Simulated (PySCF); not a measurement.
PBE against B3LYP for molecules with a metal or metalloid centre: dipole moment.

Values in D, from PySCF. Where two bases are given, the first is that of PBE. B3LYP is a level with its own limits.

```csv
system,basis,PBE,B3LYP,PBE − B3LYP
Si(H)(Me)2(NHMe) singlet,def2-TZVP,0.68,0.68,0.00
Cd(Cl)(SeH) singlet,def2-TZVP,1.68,1.69,-0.01
Cl[Si](Cl)(Cl)[SiH2][Si](Cl)(Cl)Cl singlet,def2-TZVP,1.15,1.25,-0.11
Si(OAc)2(OH)(OMe) singlet,def2-SVP,0.62,0.77,-0.15
Se(NH2)(OSiH3) singlet,def2-TZVP,1.77,1.70,0.07
B(OH)(OMe)(Ph) singlet,def2-SVP,0.88,0.89,-0.01
Sn(H)(I)3 singlet,def2-TZVP,0.93,0.99,-0.06
Cd(SH)(SiMe3) singlet,def2-TZVP,3.44,3.63,-0.20
Be(OH)(OSiH3) singlet,def2-TZVP,1.68,1.62,0.06
Te(Me)(SiMe3) singlet,def2-SVP,1.56,1.54,0.02
Sn(H)(Et)(OMe)2 singlet,def2-SVP,1.38,1.53,-0.15
B(F)2(Vi) singlet,def2-TZVP,1.93,2.06,-0.13
Al(H)2(nBu) singlet,def2-TZVP,0.95,0.88,0.06
Al(H)2(Cl)(OH2) singlet,def2-TZVP,4.39,4.46,-0.07
B(OSiH3)3 singlet,def2-TZVP,0.84,0.95,-0.11
Al(H)(nPr)2 singlet,def2-SVP,0.54,0.54,0.00
Ga(F)2(nBu) singlet,def2-TZVP,3.88,4.02,-0.14
Sn(H)(F)2(Vi) singlet,def2-TZVP,4.29,4.51,-0.21
F[Si](F)(F)N[SiH](Cl)Cl singlet,def2-TZVP,1.29,1.32,-0.03
C[Si](O)(O)B(O)O singlet,def2-TZVP,2.23,2.39,-0.16
Ge(Cl)2(OSiH3)2 singlet,def2-TZVP,1.30,1.35,-0.05
In(F)(Cl)2(OH2) singlet,def2-TZVP,3.37,3.38,-0.01
Al(GeH3)(H)(OH) singlet,def2-TZVP,1.50,1.60,-0.10
Ga(H)(Br)(Et) singlet,def2-TZVP,2.64,2.71,-0.07
```

The mean difference from B3LYP is -0.07 D (median -0.07) and the mean absolute one 0.08 D (median 0.07); PBE lies above in 6 and below in 18 of 24 cases. It is closest for Al(H)(nPr)2 singlet (0.00), Si(H)(Me)2(NHMe) singlet (0.00), B(OH)(OMe)(Ph) singlet (-0.01) and furthest off for Sn(H)(F)2(Vi) singlet (-0.21), Cd(SH)(SiMe3) singlet (-0.20), C[Si](O)(O)B(O)O singlet (-0.16).
